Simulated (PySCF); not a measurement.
These 2 structures share the formula CH5NO2Si. Level of theory: PBE0-D3(BJ)/def2-SVP geometry optimisation, gas phase (PySCF). One conformer each; no zero-point energy, no entropy. No frequencies were run at this level. Point groups hold within 0.08 Å.

Task: Order them by energy at this level, lowest first, and give relative energies in kJ/mol.
A. `[O:1]=[CH:2][NH:3][SiH2:4][OH:5]` with O1–C2–N3–Si4 0°, C2–N3–Si4–O5 -1°, N3–Si4–O5–H 1°
B. `[NH2:1][C:2](=[O:3])[SiH2:4][OH:5]` with N1–C2–Si4–O5 180°, C2–Si4–O5–H 0°

Result: A (0.0), B (68.6).

As drawn, the higher has an Si–C bond, which the lower lacks.

| SMILES | E (Eh) | E rel (kJ/mol) | dipole (D) | point group | A, B, C (MHz) |
| --- | --- | --- | --- | --- | --- |
| O=CN[SiH2]O | -535.22175 | 0.0 | 4.01 | Cs | 7143, 3350, 2343 |
| NC(=O)[SiH2]O | -535.19564 | 68.6 | 4.19 | Cs | 7550, 2939, 2169 |

Task: How do the relative energies change in single points at KT3/pcSseg-2 (no added dispersion term) on the same geometries?

Result: 
| SMILES | PBE0-D3(BJ)/def2-SVP (kJ/mol) | KT3/pcSseg-2 (kJ/mol) | shift |
| --- | --- | --- | --- |
| O=CN[SiH2]O | 0.0 | 0.0 | 0.0 |
| NC(=O)[SiH2]O | 68.6 | 64.5 | -4.1 |

Each column counts from its own lowest isomer. The order is unchanged; the largest shift is 4.1 kJ/mol.
